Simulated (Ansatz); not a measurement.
Q: Name a neutral molecule of B, N, Si and H with HOMO–LUMO gap (ωB97M-V/def2-TZVPP) between 9.15 and 9.45 eV and LUMO energy (ωB97M-V/def2-TZVPP) between -0.10 and 0.20 eV (Ansatz, PBE0-D4/def2-TZVP geometry).

A: `BN1B[SiH2]1` (9.36 eV, -0.02 eV). Other molecules can fit too; these were computed, each in one conformer that needn't be the lowest.
